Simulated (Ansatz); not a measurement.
C3H6Al, SMILES `C=[CH][Al-][CH3]` (excited triplet; C–C–Al–C torsion 0°) (charge -1, multiplicity 3). This triplet is an excited state, 0.75 eV above the relaxed singlet at the level B3LYP/aug-cc-pVTZ // PBE0-D3(BJ)/def2-TZVPD (Ansatz, a program for electronic structure).

Computed with LDA/aug-cc-pVTZ // PBE0-D3(BJ)/def2-TZVPD run with Ansatz.

Ansatz 0.2 input:
```yaml
crystal:
  periodic: [false, false, false]
  atoms:
    - { symbol: C, position_ang: [-1.739443, 0.352108, -0.420678] }
    - { symbol: C, position_ang: [-1.341768, -0.739271, 0.281405] }
    - { symbol: Al, position_ang: [0.453316, -1.169318, 0.920206] }
    - { symbol: C, position_ang: [1.930303, 0.144687, 0.514508] }
    - { symbol: H, position_ang: [-2.771423, 0.51082, -0.73951] }
    - { symbol: H, position_ang: [-1.040174, 1.137096, -0.706643] }
    - { symbol: H, position_ang: [-2.140311, -1.455104, 0.504175] }
    - { symbol: H, position_ang: [1.70521, 1.128161, 0.946637] }
    - { symbol: H, position_ang: [2.893094, -0.183852, 0.919492] }
    - { symbol: H, position_ang: [2.051201, 0.274674, -0.56852] }
basis:
  gaussian: { orbitals: aug-cc-pVTZ }
hamiltonian:
  xc: lda
total_charge: -1
magnetization:
  spin_polarized: true
  initial_magnetization: 2
```

Output:

```
Functional definition: SPW92
1327 factors; their error is unknown
mean field evaluation 1: about -9725.8457 eV, gradient 6.2e1 eV
mean field evaluation 2: about -9477.6202 eV, gradient 1.4e2 eV
mean field evaluation 4: about -9742.5831 eV, gradient 2.6e1 eV
mean field evaluation 8: about -9746.4655 eV, gradient 7.9e-1 eV
mean field evaluation 16: about -9746.4393 eV, gradient 9.0e-4 eV
mean field evaluation 32: about -9745.1792 eV, gradient 5.8e0 eV
mean field evaluation 64: about -9744.7187 eV, gradient 2.6e0 eV
mean field -9746.43932090 eV, -358.1750386690 hartree, gradient 1.4e-5 eV, S^2 2.002077; 10 other end points of the search recorded, 0 dependent functions left out
reference -9746.43939706 eV, -358.1750414681 hartree; 20, 18 occupied and 306, 308 virtual orbitals, 1327 factors
Total energy: -9746.43939706 eV, -358.1750414681 hartree
```
